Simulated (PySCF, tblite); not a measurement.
Isomers of C2H12N2SSi2, one GFN2-xTB conformer each. Single-point energies are computed at PBE0/pcSseg-1 (PySCF, gas phase, no added dispersion term), electronic only.

```json
{"SMILES": "CC[Si@@H](N)S[SiH2]N", "GFN2-xTB relative energy (kcal/mol)": "0.0"}
{"SMILES": "CC[Si](N)(N)S[SiH3]", "GFN2-xTB relative energy (kcal/mol)": "2.2"}
```

Conformers: `[CH3:1][CH2:2][Si@@H:3]([NH2:4])[S:5][SiH2:6][NH2:7]` with C1–C2–Si3–N4 61°, C2–Si3–N4–H -58° and 157°, C2–Si3–S5–Si6 174°, Si3–S5–Si6–N7 161°, S5–Si6–N7–H 26° and 169°; `[CH3:1][CH2:2][Si:3]([NH2:4])([NH2:5])[S:6][SiH3:7]` with C1–C2–Si3–N4 171°, C2–Si3–N4–H 61° and -164°, C2–Si3–N5–H 180° and 47°, C2–Si3–S6–Si7 55°.

**Question.** What does PBE0/pcSseg-1 give for the same structures?

**Answer.** 
```csv
SMILES,PBE0/pcSseg-1 E (Eh),PBE0/pcSseg-1 (kcal/mol),GFN2-xTB (kcal/mol),point group
CC[Si](N)(N)S[SiH3],-1169.56791,0.0,2.2,C1
CC[Si@@H](N)S[SiH2]N,-1169.55703,6.8,0.0,C1
```

GFN2-xTB puts CC[Si@@H](N)S[SiH2]N lowest instead. 

**Question.** Which frontier levels, dipoles and rotational constants go with these structures?

**Answer.** 
```
              SMILES  HOMO (eV, PBE0/pcSseg-1)  LUMO (eV)  dipole (D)       A, B, C (MHz)
 CC[Si](N)(N)S[SiH3]                     -7.04       0.39        1.71   1729, 1047, 895.1
CC[Si@@H](N)S[SiH2]N                     -7.06       0.33        1.59  3933, 632.9, 585.8
```

**Question.** What happens when harmonic zero-point energies from GFN2-xTB frequencies are added?

**Answer.** 
| SMILES | ZPE (kcal/mol) | electronic (kcal/mol) | with ZPE (kcal/mol) |
| --- | --- | --- | --- |
| CC[Si](N)(N)S[SiH3] | 90.0 | 0.0 | 0.0 |
| CC[Si@@H](N)S[SiH2]N | 89.8 | 6.8 | 6.7 |

The zero-point energies span 0.2 kcal/mol. The order is unchanged.

**Question.** As an exercise, what shares would exp(−E/RT) give at 1000 K from these electronic energies alone (no entropy, no degeneracies)?

**Answer.** RT = 1.987 kcal/mol: CC[Si](N)(N)S[SiH3] 96.9 %, CC[Si@@H](N)S[SiH2]N 3.1 %.
